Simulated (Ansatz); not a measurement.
Ideal-gas functions of CH₅GaS (`S[CH2][GaH2]`) at 298.15 K and 1 bar, from an Ansatz frequency run at PBE0-D4/def2-TZVP.

Molar mass 118.84 g/mol, point group C1 (symmetry number 1), electronic degeneracy 1, moments of inertia 34.562, 170.118, 190.48 u Å². Harmonic wavenumbers (cm⁻¹, unscaled): 146, 258, 369, 403, 569, 585, 657, 703, 739, 844, 1043, 1120, 1412, 1977, 1991, 2708, 3119, 3197.

Use S(trans) = R[1.5 ln M + 2.5 ln T − 1.1517]; rotational temperatures θ = 24.2544 K / I; S(rot) = R[ln(√π/σ · √(T³/θAθBθC)) + 1.5]; for each mode x = 1.438777 ν̃/T, S = R[x/(eˣ − 1) − ln(1 − e⁻ˣ)] and H = RT x/(eˣ − 1); 1 cm⁻¹ = 0.0119627 kJ/mol; R = 8.31446 J/(mol·K).

Q: By hand: the entropy, in J/(mol·K).

A: Translation 168.4. Rotation: θ = 0.7018, 0.1426, 0.1273 K, giving 106.4. Vibration, mode by mode: 11.40, 7.01, 4.54, 3.98, 2.12, 1.99, 1.51, 1.27, 1.10, 0.73, 0.33, 0.24, 0.07, 0.01, 0.01, 0.00, 0.00, 0.00, in all 36.3. Electronic 0.0. Sum 311.1 J/(mol·K).

Q: By hand: H − E and G − E in kJ/mol, counted from the electronic energy.

A: Zero-point energy ½ × 21840 × 0.0119627 = 130.6; thermal vibration 6.8; translation, rotation and pV give 4 RT = 9.9. H − E = 147.3 kJ/mol, and G − E = 147.3 − 298.15 × 311.1/1000 = 54.5 kJ/mol.

Vibration gives 12 % of the entropy, 11.4 J/(mol·K) of it from the mode under 150 cm⁻¹: soft modes count most, and the harmonic formula is weakest for them. The sum counts one conformer and one mirror image; others add a mixing term.
